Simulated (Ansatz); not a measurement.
Consider the formal loss of a carbene: `C[CH2][Al]([NH2])[NH2]` → `[CH2]` (triplet) + `[CH3][Al]([NH2])[NH2]`.

Isolated molecules relaxed with PBE0-D4/def2-TZVP in Ansatz; ΔE leaves out vibrations. CBS: MP2 limit from def2 TZ/QZ plus the TZ coupled-cluster correction, frozen cores. This one scheme is used for every species. DFT in def2-TZVPP. Triplets are unrestricted, without spin–orbit coupling. Each species was taken in one conformer, which may not be the lowest.

Problem. Is it downhill or uphill in electronic energy at CCSD(T)/CBS, and by how much? (Best estimate.)

Solution. The calculation gave: Uphill: ΔE = +416.8 kJ/mol.

Problem. What do these levels give: r2SCAN-D4, B2PLYP, r2SCANh, r2SCAN0, CCSD/def2-SVP, HF/def2-QZVPP? (Estimate.)

Solution. Computed: r2SCAN-D4 392.7, B2PLYP 406.3, r2SCANh 389.2, r2SCAN0 387.1, CCSD/def2-SVP 395.2, HF/def2-QZVPP 269.3 kJ/mol.

Largest T1 diagnostic among the species: 0.011.

From BLYP to BHLYP (50 % exact exchange), in def2-TZVPP and without D4, ΔE moves by −5.1 kJ/mol. Leaving LDA and LC-ωPBE aside and taking each functional with its dispersion term where it has one, the values, not all of them listed here, spread over 38.3 kJ/mol, from r2SCAN0-D4 to ωB97X-V. LDA lies +72.0 kJ/mol from PBE without D4.
